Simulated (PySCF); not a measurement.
## SMILES c1ccc([SiH2][GeH3])s1, C4H8GeSSi

Geometry:
| atom | x (Å) | y (Å) | z (Å) |
| --- | --- | --- | --- |
| Ge1 | -2.787 | 0.493 | -0.302 |
| Si2 | -1.220 | -1.071 | 0.455 |
| C3 | 0.499 | -0.343 | 0.306 |
| C4 | 1.507 | -0.665 | -0.554 |
| C5 | 2.658 | 0.136 | -0.408 |
| C6 | 2.516 | 1.069 | 0.568 |
| S7 | 0.975 | 0.983 | 1.320 |
| H8 | -2.553 | 1.012 | -1.690 |
| H9 | -2.894 | 1.744 | 0.519 |
| H10 | -4.200 | -0.009 | -0.357 |
| H11 | -1.235 | -2.291 | -0.358 |
| H12 | -1.461 | -1.419 | 1.859 |
| H13 | 1.421 | -1.460 | -1.275 |
| H14 | 3.548 | 0.023 | -1.001 |
| H15 | 3.221 | 1.807 | 0.897 |

Method: GIAO B97-2/pcSseg-1 magnetisability, rotational g tensor and spin-rotation constants, non-relativistic, gas phase in PySCF 2.14.0. Geometry: GFN2-xTB.

The calculation is non-relativistic, which matters for the atoms heavier than Zn.

(1) How diamagnetic is it, and how anisotropic?

(2) Split it along the inertial axes a, b, c into diamagnetic and paramagnetic parts about the centre of mass, with the quadrupole moment.

(3) And the rotational g tensor?

Answers

(1) Isotropic -1720 × 10⁻³⁰ J/T², or -103.6 × 10⁻⁶ cm³/mol; principal values -2267, -1502, -1393 × 10⁻³⁰ J/T², anisotropy 824 × 10⁻³⁰ J/T² (root of half the summed squared differences of the principal values). The susceptibility is in cgs units.

(2) 
| axis | χ (10⁻⁶ cm³/mol) | diamagnetic (10⁻⁶ cm³/mol) | paramagnetic (10⁻⁶ cm³/mol) | summed x² of all electrons (Å²) | quadrupole Θ (D Å) |
| --- | --- | --- | --- | --- | --- |
| a | -99.5 | -564.8 | 465.3 | 434.1 | +3.16 |
| b | -92.0 | -2061.5 | 1969.5 | 81.3 | +1.07 |
| c | -119.4 | -2186.9 | 2067.5 | 51.8 | -4.23 |

Anisotropies 2χaa − χbb − χcc = +12.3 and 2χbb − χaa − χcc = +35.0 × 10⁻⁶ cm³/mol. Θ is traceless in Buckingham's convention.

(3) 
| axis | rotational constant (GHz) | g | nuclear part | electronic part |
| --- | --- | --- | --- | --- |
| a | 2.8108 | -0.0323 | 0.5821 | -0.6144 |
| b | 0.5669 | -0.0082 | 0.5163 | -0.5245 |
| c | 0.5342 | -0.0001 | 0.5188 | -0.5189 |

Asymmetric top; isotopes 12C, 74Ge, 1H, 32S, 28Si; no vibrational averaging.
